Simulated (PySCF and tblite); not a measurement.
Values are calculated unless marked as measured or tabulated.
Molecule: 2-cyclohexen-1-amine, C₆H₁₁N, numbered as in [NH2:1][C@H:2]1[CH:3]=[CH:4][CH2:5][CH2:6][CH2:7]1.

The mean out-of-plane torsion at N1 (0° is planar) is held and the rest relaxed at GFN2-xTB. Energies: PBE0/pcSseg-1 + D3(BJ). (tblite 0.8, PySCF 2.14.)

Question: Give the DFT energy and dipole along the out-of-plane angle.

Answer: 
| out-of-plane angle ° | E kcal/mol | dipole D |
| --- | --- | --- |
| -44 | 1.04 | 1.91 |
| -36 | 0.00 | 1.58 |
| -26 | 1.32 | 1.19 |
| -14 | 3.75 | 0.72 |
| 0 | 5.06 | 0.40 |
| 14 | 3.94 | 0.25 |
| 26 | 1.47 | 0.68 |
| 36 | 0.11 | 1.11 |
| 44 | 1.10 | 1.49 |

Question: Where is the lowest sampled point, and what does the planar form cost?

Answer: At -36°; the point at 0° lies 5.06 kcal/mol above it.
